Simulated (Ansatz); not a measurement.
```yaml
crystal:
  periodic: [false, false, false]
  atoms:
    - {symbol: Hg, position_ang: [-0.001709, -0.000985, -0.000118]}
    - {symbol: Cl, position_ang: [-0.016746, -0.021409, 2.283562]}
    - {symbol: Cl, position_ang: [0.018454, 0.022394, -2.283444]}
basis:
  gaussian: {orbitals: def2-SVPD, nuclear_model: gaussian}
total_charge: -1
magnetization: {spin_polarized: true, initial_magnetization: 1}
hamiltonian: {xc: {name: BHLYP}, dispersion: d3bjatm, pseudopotentials: {relativity: none}}
output: {forces: true}
```

```sh
$ ansatz run in.yaml --threads 2 --pin off --events-out ev --progress --plain --max-ram 4352MiB
```

Shortened log:

```
Functional definition: BHLYP
817 factors; integrals over basis functions are off by at most 5.4e-4 eV
mean field evaluation 1: about -29212.0483 eV, gradient 1.2e1 eV
mean field evaluation 2: about -29212.3082 eV, gradient 1.2e1 eV
mean field evaluation 4: about -29212.9464 eV, gradient 8.4e-1 eV
mean field evaluation 8: about -29213.2546 eV, gradient 2.8e-2 eV
mean field evaluation 16: about -29213.2547 eV, gradient 1.3e-4 eV
mean field -29213.25470165 eV, -1073.5673088303 hartree, gradient 5.6e-5 eV, S^2 0.753401; 0 other end points of the search recorded, 0 dependent functions left out
reference -29213.25483701 eV, -1073.5673138048 hartree; 28, 27 occupied and 61, 62 virtual orbitals, 817 factors
Total energy: -29213.40381745 eV, -1073.5727887349 hartree
Atom 0 at    -0.001709    -0.000985    -0.000118 Å, force    -0.015150    -0.008762     0.004510 eV/Å
Atom 1 at    -0.016746    -0.021409     2.283562 Å, force    -0.024390    -0.035394     4.144607 eV/Å
Atom 2 at     0.018454     0.022394    -2.283444 Å, force     0.039540     0.044156    -4.149118 eV/Å
Dipole moment:    -0.000445    -0.000254    -0.000385 e Å
```

Run time 2.5 s (2 threads of Intel Xeon Platinum 8488C on a shared host).

In the def2 sets Hg takes a core potential; there is no spin–orbit coupling.

The dipole of an ion depends on the origin.
